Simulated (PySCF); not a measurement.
C4H2FS2 (charge -1).
Structure used (GFN2-xTB), in Å, numbered top down from 1:
```xyz
9
C4H2FS2 angstrom
F     -1.8226   -1.4533   -0.2042
C     -0.8569   -0.4922   -0.0822
C     -1.1687    0.8250    0.0113
S      0.2848    1.7629    0.1533
C      1.3164    0.3008    0.0812
S      2.9833    0.3765    0.1636
C      0.5070   -0.8070   -0.0460
H     -2.1286    1.2991    0.0073
H      0.8988   -1.8059   -0.1094
```

A PySCF run (density fitting, gas phase, GFN2-xTB geometry) gave HOMO 0.25 eV, LUMO 2.38 eV and E = -1049.821 Eh.

Question: Which of these levels was it?
A. OPBE/Sadlej pVTZ
B. PBE0/pcSseg-1
C. HCTH407/def2-SVPD

Answer: A. It is OPBE/Sadlej pVTZ. All candidates on this geometry:

| level and settings | kind | basis functions | SCF cycles | E (Eh) | HOMO (eV) | LUMO (eV) |
| --- | --- | --- | --- | --- | --- | --- |
| OPBE/Sadlej pVTZ | GGA | 202 | 18 | -1049.8213 | 0.25 | 2.38 |
| HCTH407/def2-SVPD, level shift 0.3 Eh | GGA | 173 | 18 | -1049.5444 | 0.02 | 2.92 |
| PBE0/pcSseg-1 | global hybrid | 143 | 14 | -1049.2798 | -0.45 | 4.24 |

The nearest other candidate, by the summed differences of HOMO and LUMO, is HCTH407/def2-SVPD: its HOMO differs by -0.23 eV and its LUMO by +0.54 eV. Cycle counts include a coarse-grid stage where the run had one. The HOMO energy is positive at HCTH407/def2-SVPD and OPBE/Sadlej pVTZ; such an orbital is held in place by the finite basis.
